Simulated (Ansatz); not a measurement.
Reaction (formal exchange of groups at the Se–C bond): `C[Se]CC=N` + `[BH2][AlH2]` → `C[Se][BH][AlH2]` + `CC=N`

Isolated molecules relaxed with PBE0-D4/def2-TZVP in Ansatz; ΔE leaves out vibrations. CBS: MP2 limit from def2 TZ/QZ plus the TZ coupled-cluster correction, frozen cores. This one scheme is used for every species. For Se outer-core shells are correlated without core-valence functions, which leaves a few kJ/mol of doubt a bond. Scalar relativity is left out up to krypton. One conformer a species, not always the lowest.

```csv
species,SCS-MP2/def2-QZVPP energy (Eh)
`C[Se]CC=N`,-2573.35364
`[BH2][AlH2]`,-269.10885
`C[Se][BH][AlH2]`,-2708.79925
`CC=N`,-133.71881
```

(1) Work out ΔE.

Largest T1 diagnostic among the species: 0.014.

Results:

(1) ΔE = (-2708.79925) + (-133.71881) − (-2573.35364) − (-269.10885) = -0.05557 Eh = -145.9 kJ/mol. CCSD(T)/CBS gives -151.6 kJ/mol.

The D4 term adds +3.3 kJ/mol with B3LYP and +1.9 kJ/mol with PBE0; it sums over pairs of atoms, weighted by their polarisabilities, and B3LYP, whose exchange is more repulsive, gets the larger term. From PBE to PBE0 (25 % exact exchange), in def2-TZVPP and without D4, ΔE moves by +3.8 kJ/mol.

B3LYP here is the variant with VWN-RPA as its local correlation; programs differ in this.
